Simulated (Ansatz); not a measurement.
`[OH][Sb]([F])[F]` + H–F → `[F][Sb]([F])[F]` + H₂O  (ligand exchange at the Sb–O bond)

Isolated molecules relaxed with PBE0-D4/def2-TZVP in Ansatz; ΔE leaves out vibrations. CCSD(T)/CBS adds triple-zeta CCSD(T) − MP2 to the extrapolated MP2 energy (def2 sets, frozen cores). This one scheme is used for every species. Functionals use def2-TZVPP. B3LYP here is the variant with VWN-RPA as its local correlation; programs differ in this. HSE06 is defined as in plane-wave codes. def2 core potentials past Kr. For Sb outer-core shells are correlated without core-valence functions, which leaves a few kJ/mol of doubt a bond. Each species was taken in one conformer, which may not be the lowest.

| level | ΔE (kcal/mol) | difference from CCSD(T)/CBS |
| --- | --- | --- |
| B97M-V | -8.0 | -2.2 |
| B3LYP-D4 | -6.7 | -0.9 |
| r2SCAN0-D4 | -6.1 | -0.3 |
| HSE06-D4 | -5.9 | -0.1 |
| PBE | -7.1 | -1.3 |
| revPBE | -7.5 | -1.7 |
| r2SCAN | -7.1 | -1.3 |
| CCSD/def2-TZVPP | -5.0 | 0.8 |
| HF/CBS(def2) | -7.6 | -1.8 |
| CCSD/CBS(def2) | -6.0 | -0.2 |
| CCSD(T)/CBS | -5.8 | 0 |

(1) What do rigid-rotor, harmonic-oscillator terms from PBE0-D4/def2-TZVP frequencies (298.15 K, 1 bar) make of the CCSD(T)/CBS value? (An estimate is asked.)

Largest T1 diagnostic among the species: 0.015.

## Answers

(1) The calculation gave: ΔZPE = +0.5 kcal/mol, ΔH = -5.4 kcal/mol, ΔS = -2 J/(mol·K), ΔG = -5.2 kcal/mol.

From r2SCAN to r2SCAN0 (25 % exact exchange), in def2-TZVPP and without D4, ΔE moves by +0.9 kcal/mol. In def2-TZVPP, CCSD(T) changes the Hartree–Fock value by +1.7 kcal/mol (the triples alone add +0.1 kcal/mol) and MP2 by +2.3 kcal/mol. Leaving LDA and LC-ωPBE aside and taking each functional with its dispersion term where it has one, the values, not all of them listed here, spread over 2.9 kcal/mol, from B97M-V to PBE-QIDH. LDA lies +1.5 kcal/mol from PBE without D4.
